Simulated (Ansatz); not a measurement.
Relaxation of BrCl3F2H2W (9 atoms, charge 0, multiplicity 1), to a largest force component of 0.03 eV/Å in at most 50 steps.

All numbers below come from RHF/def2-SVP (Ansatz).

```xyz
9
Properties=species:S:1:pos:R:3
W 0.128 -0.056 -0.114
F 0.389 -0.460 1.687
Cl 2.389 -0.041 -0.516
Cl 0.043 1.601 -1.739
F -1.261 0.889 0.646
Cl 0.066 -2.328 -0.427
H -1.064 -0.440 -1.168
Br 1.491 2.515 2.289
H 1.106 1.183 2.832
```

Question: Where does it end, and by what steps?

Answer: The forces met the threshold. After 5 steps the energy has fallen by 0.145 eV; H9 moved furthest, 0.47 Å.

```csv
step,energy less start (eV),largest force component (eV/Å),accepted
0,0.0000,1.800,yes
1,-0.1280,0.184,yes
2,-0.1381,0.160,yes
3,-0.1438,0.102,yes
4,-0.1447,0.051,yes
5,-0.1454,0.023,yes
```

```xyz
9
Properties=species:S:1:pos:R:3
W 0.090 -0.129 -0.209
F 0.372 -0.526 1.594
Cl 2.349 -0.105 -0.611
Cl 0.013 1.543 -1.824
F -1.269 0.843 0.566
Cl 0.020 -2.401 -0.521
H -1.114 -0.500 -1.258
Br 1.576 2.681 2.569
H 1.251 1.455 3.184
```

Whether the end is a true minimum wasn't checked by a vibrational analysis.

The run took 24 s on 4 threads of Arm Neoverse V1, on a shared host, peak memory 0.56 GiB.
